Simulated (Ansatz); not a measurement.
C2H7BFN can be A, `BNC(C)F`, or B, `CCB(N)F`.

Isolated molecules relaxed with PBE0-D4/def2-TZVP in Ansatz; ΔE leaves out vibrations. CBS: MP2 limit from def2 TZ/QZ plus the TZ coupled-cluster correction, frozen cores. Functionals use def2-TZVPP. Each species was taken in one conformer, which may not be the lowest.

A:

```xyz
12

B     0.1448   -1.5474   -1.3369
N    -0.0033   -0.8808   -0.1265
C     0.4686    0.4284    0.1707
C    -0.5469    1.2787    0.8890
F     1.5959    0.3367    0.9850
H     0.6907   -0.9823   -2.2391
H    -0.2908   -2.6552   -1.4427
H    -0.4567   -1.3350    0.6538
H     0.7969    0.8868   -0.7653
H    -0.1186    2.2511    1.1328
H    -1.4265    1.4252    0.2602
H    -0.8542    0.7937    1.8190
```

B:

```xyz
12

C     0.1149   -0.0339   -1.6881
C    -0.5548    0.3389   -0.3653
B     0.0089   -0.4599    0.8647
N     0.4168    0.1235    2.0657
F     0.1073   -1.8013    0.7740
H     0.0387   -1.1067   -1.8773
H     1.1781    0.2208   -1.6817
H    -0.3422    0.4872   -2.5325
H    -1.6282    0.1178   -0.4345
H    -0.4844    1.4181   -0.1948
H     0.7569   -0.4177    2.8422
H     0.3879    1.1133    2.2275
```

(1) Which is lower in electronic energy at CCSD(T)/CBS, and by how much? (An estimate is asked.)

(2) Give E(B) − E(A) in kcal/mol with B2PLYP, LDA (SPW92), CCSD/def2-TZVPP, HF/def2-TZVPP, ωB97M-V, CCSD(T)/def2-TZVPP, CCSD(T)/def2-SVP. (Best estimate.)

(3) Does the order hold for the free energy at 298.15 K (harmonic terms from PBE0-D4)? (Best estimate.)

Largest T1 diagnostic: 0.012.

## Answers

(1) Ansatz gave: B, by 57.3 kcal/mol.

(2) Computed: B2PLYP -56.8, LDA (SPW92) -55.0, CCSD/def2-TZVPP -57.2, HF/def2-TZVPP -56.6, ωB97M-V -56.6, CCSD(T)/def2-TZVPP -56.7, CCSD(T)/def2-SVP -55.8. None reverses the order clearly.

(3) Computed: Yes: G(B) − G(A) = -56.6 kcal/mol, for one conformer each. Modes under 60 cm⁻¹, often nearly free rotors, make the harmonic entropy too high.

Leaving LDA and LC-ωPBE aside and taking each functional with its dispersion term where it has one, the values, not all of them listed here, spread over 4.1 kcal/mol, from B97M-V to revPBE-D4. From BLYP to BHLYP (50 % exact exchange), in def2-TZVPP and without D4, E(B) − E(A) moves by −2.3 kcal/mol.
